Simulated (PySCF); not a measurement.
**Dipole moment and polarisability of `FC(F)Cn1cccc1`**

Compound: C6H7F2N.
SMILES with atom numbers: `[F:1][CH:2]([F:3])[CH2:4][n:5]1[cH:6][cH:7][cH:8][cH:9]1` (hydrogens: H10 on C2; H11, H12 on C4; H13 on C6; H14 on C7; H15 on C8; H16 on C9)

Structure used (GFN2-xTB), in Å, numbered top down from 1:
```
atom  x, y, z in Å
F1    -2.132    1.574   -0.580
C2    -2.118    0.431    0.141
F3    -3.389   -0.035    0.144
C4    -1.176   -0.603   -0.493
N5     0.193   -0.318   -0.197
C6     0.908   -0.852    0.834
C7     2.148   -0.279    0.845
C8     2.185    0.651   -0.214
C9     0.968    0.607   -0.832
H10   -1.840    0.687    1.176
H11   -1.343   -0.596   -1.576
H12   -1.446   -1.586   -0.097
H13    0.484   -1.605    1.468
H14    2.944   -0.500    1.527
H15    3.014    1.274   -0.485
H16    0.592    1.159   -1.671
```

Level: CAM-B3LYP/def2-SVPD (PySCF), static field, nuclei fixed, core orbitals frozen in the response. The polarisability tensor in these axes (au):

```
x   92.15  5.49  5.96
y    5.49 67.67 -9.71
z    5.96 -9.71 69.70
```

Task: Give the principal values, the mean and the anisotropy Δα = √{½[(α1 − α2)² + (α2 − α3)² + (α1 − α3)²]}.

Result: Principal values 57.06, 78.42 and 94.04 au; mean 76.51 au = 11.34 Å³ = 12.61 × 10⁻⁴⁰ C²·m²/J; Δα = 32.15 au (42 % of the mean).

Task: What is the dipole moment, and where does it point?

Result: (0.21, -1.33, 0.30) D, 1.38 D in size, pointing from the negative to the positive side. Measured along this direction, the outermost atoms are F1 at the negative end and H13 at the positive end.

Task: Find the Langevin capture rate constant for NH4+ (18.034 u) meeting this molecule (131.055 u), k = 2.342 × 10⁻⁹ cm³/s × √(α in Å³ / reduced mass in u).

Result: The reduced mass is 15.85 u, so k = 1.98 × 10⁻⁹ cm³/s. The formula leaves out the permanent dipole, which adds to the capture rate.

Task: What would n − 1 = 2πNα be for an ideal gas of these molecules at 350 K and 1 atm, electronic part alone?

Result: N = p/kT = 2.0968 × 10¹⁹ cm⁻³, so n − 1 = 2π × N × 11.34 × 10⁻²⁴ cm³ = 1494 × 10⁻⁶ at long wavelengths, for an ideal gas.

Task: In TDDFT the mean static polarisability is Σ f/ω² over all singlet excitations (ω in hartree). How much of it do the 8 lowest give? Their energies (eV) and oscillator strengths: 6.19, 0.0643; 6.32, 0.0562; 6.58, 0.0285; 6.92, 0.0437; 7.08, 0.0149; 7.22, 0.0040; 7.40, 0.0056; 7.55, 0.0203.

Result: They add up to 4.07 au, 5.3 % of the 76.51 au; the largest single term is 1.24 au, from the state at 6.19 eV. Terms in order: 1.24, 1.04, 0.49, 0.68, 0.22, 0.06, 0.08, 0.26 au. Higher excitations give the rest. The strengths listed sum to 0.238.

Geometry: GFN2-xTB, one conformer, isolated molecule.
